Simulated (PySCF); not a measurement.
Constitutional and geometric isomers with formula C4H4. Isolated molecules, 0 K electronic values unless said otherwise. Strings in code marks are SMILES.

Level of theory: PySCF with PBE-D3(BJ)/def2-TZVP. All candidates: neutral, multiplicity 1. Excitations are Tamm–Dancoff values on a coarser integration grid. The basis has no diffuse functions, so Rydberg states are missing or too high.

- T1 excitation (TDA): 1.22 eV
- dipole moment: 0.00 D
- S1 excitation (TDA): 2.87 eV

### Question
Which member has these values?
(A) `C#CC=C`
(B) `C1=CC=C1`
(C) `C=C=C=C`
(D) `C=C1C=C1`

### Answer
B, `C1=CC=C1`. The others give `C=C1C=C1`: 2.86 eV, 2.04 D, 3.72 eV; `C=C=C=C`: 2.77 eV, 0.00 D, 3.87 eV; `C#CC=C`: 3.33 eV, 0.38 D, 4.84 eV
